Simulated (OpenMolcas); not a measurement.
## Si3+: effect of the basis set

| Item | Value |
| --- | --- |
| Program | OpenMolcas 26.06 |
| Method | SS-CASPT2, IPEA 0.25 Eh, imaginary shift 0.1 Eh (closed shells correlated: 2s 2p) |
| Active space | 1 electron in 4 orbitals (3s 3p) |
| State averaging | 2S+1 = 2 even, 1 root; 2S+1 = 2 odd, 3 roots |
| Spin-orbit coupling | state interaction with AMFI integrals over the reference wave functions, term energies averaged over their components |

A. ANO-RCC-VDZP [4s3p1d], DKH2, point nucleus; CASPT2 step about 0.7 core-seconds
B. ANO-RCC-VTZP [5s4p2d1f], DKH2, point nucleus; CASPT2 step roughly 0.5 core-seconds
C. ANO-L-VTZP [5s4p2d1f], non-relativistic, point nucleus; CASPT2 step about 0.9 core-seconds
D. ANO-R2 [5s4p3d1f], X2C, finite nucleus; CASPT2 step of the order of 0.6 core-seconds
E. ANO-RCC-VQZP [6s5p3d2f1g], DKH2, point nucleus; CASPT2 step of the order of 1 core-seconds
F. ANO-R3 [6s5p4d2f1g], X2C, finite nucleus; CASPT2 step of the order of 1 core-seconds

Energies in eV above 3s 2S 1/2, the measured ground level; measured values from NIST levels in Kelleher and Podobedova, J. Phys. Chem. Ref. Data 37, 1285 (2008).

| Level | A | B | C | D | E | F | Measured |
| --- | --- | --- | --- | --- | --- | --- | --- |
| 3s 2S 1/2 | 0.0000 | 0.0000 | 0.0000 | 0.0000 | 0.0000 | 0.0000 | 0.0000 |
| 3p 2P* 1/2 | 8.708 | 8.795 | 8.727 | 8.843 | 8.810 | 8.873 | 8.8385 |
| 3p 2P* 3/2 | 8.750 | 8.841 | 8.772 | 8.890 | 8.857 | 8.920 | 8.8957 |

Deviations, from unrounded energies. A percentage is the sum of absolute deviations over the sum of measured energies, with the sign that they share, or ± where signs differ.

| Against measurement | Levels | A | B | C | D | E | F |
| --- | --- | --- | --- | --- | --- | --- | --- |
| mean absolute deviation (cm-1) | 2 | 1100 | 400 | 950 | 41 | 270 | 240 |
| other configurations (%) | 2 | -1.6 | -0.6 | -1.3 | ±0.1 | -0.4 | +0.3 |

D lies closest to measurement on these levels and A furthest from it. The largest miss of D in the table is 3p 2P* 3/2, by -45 cm-1. The ranking rests on the paired levels alone, and a cruder setting can come out closer through cancelling errors.

Among A to F the level of the table that moves most is 3p 2P* 3/2, by 1400 cm-1 (lowest in A, highest in F).

With one active electron, CASPT2 adds the correlation within the correlated inactive shells and between them and that electron, and leaves the splitting within a term as the reference gives it. The basis is small and was not contracted for so high a charge (holds for A). Computed and measured levels are paired by configuration, term and J; levels that our copy of the source lacks, or whose pairing is in doubt (as where it misses far off the trend of its configuration), stay unpaired and out of the deviations. Levels of configurations outside the active space are missing.

* marks odd parity.
